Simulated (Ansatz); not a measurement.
Relaxation of ClFH4SSn2 (9 atoms, charge 0, multiplicity 1), to a largest force component of 0.02 eV/Å in at most 50 steps.

These are results of RKS LDA/def2-SVP in Ansatz, not measurements.

```xyz
9
Properties=species:S:1:pos:R:3
F -1.963 -0.391 1.312
Sn -0.503 0.865 1.427
Cl 1.289 -0.244 2.410
S 0.194 1.633 -0.785
Sn 0.432 -0.648 -1.581
H -0.943 2.264 2.409
H 0.898 -0.617 -3.254
H 0.906 2.528 -1.558
H -1.056 -1.519 -1.312
```

Question: Where does it end, and by what steps?

Answer: The run converged. The force dipped under the threshold on the way, but the program's further checks kept it going. After 42 steps the energy has fallen by 3.042 eV; F1 moved furthest, 2.11 Å. Parted: Sn2–S4 (2.44 → 3.95 Å).

| step | energy less start (eV) | largest force component (eV/Å) | accepted |
| --- | --- | --- | --- |
| 0 | 0.0000 | 1.960 | yes |
| 2 | -0.8927 | 0.645 | yes |
| 4 | -1.3937 | 1.756 | yes |
| 6 | -1.7199 | 0.992 | yes |
| 8 | -1.8577 | 0.225 | yes |
| 10 | -1.9745 | 0.731 | yes |
| 12 | -2.1025 | 0.637 | yes |
| 14 | -2.2734 | 0.442 | yes |
| 16 | -2.5486 | 0.769 | yes |
| 18 | -2.8304 | 0.601 | yes |
| 20 | -2.9070 | 0.368 | no |
| 22 | -2.9319 | 0.079 | yes |
| 24 | -2.9449 | 0.185 | yes |
| 26 | -2.9605 | 0.468 | yes |
| 28 | -2.9960 | 0.536 | yes |
| 30 | -3.0161 | 0.327 | yes |
| 32 | -3.0326 | 0.062 | yes |
| 34 | -3.0376 | 0.091 | yes |
| 36 | -3.0401 | 0.090 | yes |
| 38 | -3.0410 | 0.106 | yes |
| 40 | -3.0417 | 0.055 | yes |
| 42 | -3.0420 | 0.014 | yes |

```xyz
9
Properties=species:S:1:pos:R:3
F -0.275 -1.281 2.204
Sn -0.653 0.359 1.240
Cl 1.258 1.694 1.675
S 1.102 1.775 -2.000
Sn -0.337 -0.072 -1.471
H -1.936 1.077 2.138
H 0.410 -1.604 -1.692
H 1.488 1.854 -0.674
H -1.802 0.071 -2.353
```

Whether the end is a true minimum wasn't checked by a vibrational analysis.

The run took 87 s on 2 threads of Intel(R) Xeon(R) Platinum 8259CL CPU @ 2.50GHz (Skylake/Cascade Lake), with other jobs on the host, peak memory 0.28 GiB.
